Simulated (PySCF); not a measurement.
From computed data to an observable: entropy of an ideal gas

C5H4N, SMILES [c]1ccncc1, multiplicity 2.

Geometry optimised at PBE-D3(BJ)/def2-SVP. The isomer is the one that the SMILES or the coordinates give; other isomers of the formula were not compared.

PBE-D3(BJ)/def2-SVP run with PySCF gives the harmonic wavenumbers 358, 433, 596, 621, 692, 739, 794, 927, 930, 944, 1020, 1041, 1047, 1190, 1251, 1314, 1378, 1424, 1504, 1607, 3068, 3071, 3118, 3119 cm⁻¹ and the rotational temperatures 0.3038, 0.2830, 0.1465 K. The molar mass is 78.09 g/mol, the symmetry number 2, the spin multiplicity 2.

### Question
Work out the entropy at 298.15 K and 1 atm in the rigid-rotor, harmonic-oscillator model.

### Answer

Translation (Sackur–Tetrode at 1 atm): S = R[1.5 ln M + 2.5 ln T − 1.16487] = 163.1 J/(mol K).
Rotation: q = (√π/σ) T^1.5/√(θA θB θC) = 40700, S = R[ln q + 3/2] = 100.7 J/(mol K).
Vibration: with u = 1.4388 ν/T, each mode gives R[u/(e^u − 1) − ln(1 − e^−u)]:
| ν (cm⁻¹) | modes | u | S (J/(mol K)) |
|---|---|---|---|
| 358 | 1 | 1.73 | 4.73 |
| 433 | 1 | 2.09 | 3.55 |
| 596 | 1 | 2.88 | 1.91 |
| 621 | 1 | 3.00 | 1.74 |
| 692 | 1 | 3.34 | 1.32 |
| 739 | 1 | 3.57 | 1.10 |
| 794 | 1 | 3.83 | 0.89 |
| 927 | 1 | 4.47 | 0.52 |
| 930 | 1 | 4.49 | 0.52 |
| 944 | 1 | 4.56 | 0.49 |
| 1020 | 1 | 4.92 | 0.36 |
| 1041 | 1 | 5.02 | 0.33 |
| 1047 | 1 | 5.05 | 0.32 |
| 1190 | 1 | 5.74 | 0.18 |
| 1251 | 1 | 6.04 | 0.14 |
| 1314 | 1 | 6.34 | 0.11 |
| 1378 | 1 | 6.65 | 0.08 |
| 1424 | 1 | 6.87 | 0.07 |
| 1504 | 1 | 7.26 | 0.05 |
| 1607 | 1 | 7.75 | 0.03 |
The stiffer modes add less than 0.005 each. Sum 18.4 J/(mol K).
Spin: R ln 2 = 5.8 J/(mol K).
Total 288.0 J/(mol K); the program's own thermochemistry gives 288.0. Translation makes up 57 % and vibration 6 %. Anharmonicity, hindered rotation and orbital degeneracy are left out.
